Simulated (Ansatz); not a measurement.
Basis-set series for AlBH6OSSi. Charge 0, multiplicity 1. The bonds changed during the relaxation, so this is another structure than the one it started from. The geometry is a stationary point of PBE0-D4/def2-TZVP. It is one conformer, not always the lowest.

```
atom    x (Å)    y (Å)    z (Å)
  B1   1.2688   0.8394  -1.3500
 Si2  -0.5416   0.7186  -0.6789
  S3   1.1451   1.6825   0.5391
  O4  -1.1912  -0.5444   0.0939
 Al5  -1.2880  -1.8599   1.1541
  H6   1.4767   1.7593  -2.0886
  H7   2.0045  -0.1030  -1.3343
  H8  -1.5694   1.7801  -0.8072
  H9   1.3515   0.5567   1.2443
 H10  -2.4260  -2.9185   0.9008
 H11  -0.2305  -1.9107   2.3266
```

```
functional       basis  functions  energy (Eh)  HOMO (eV)  LUMO (eV)
   PBE0-D4  def2-TZVPP        272  -1033.46903      -6.96      -1.46
   PBE0-D4  def2-QZVPP        504  -1033.50505      -6.97      -1.50
   ωB97M-V  def2-TZVPP        272  -1033.85348      -9.03       0.12
   ωB97M-V  def2-QZVPP        504  -1033.88728      -9.04      -0.09
```

Problem. Give the rows for def2-SVP. (An estimate is asked.)

Solution. Ansatz gave: 
```csv
functional,basis,functions,energy (Eh),HOMO (eV),LUMO (eV)
PBE0-D4,def2-SVP,112,-1033.01581,-6.95,-1.39
ωB97M-V,def2-SVP,112,-1033.39690,-8.97,0.29
```

Positive LUMOs are unbound and depend on the basis.
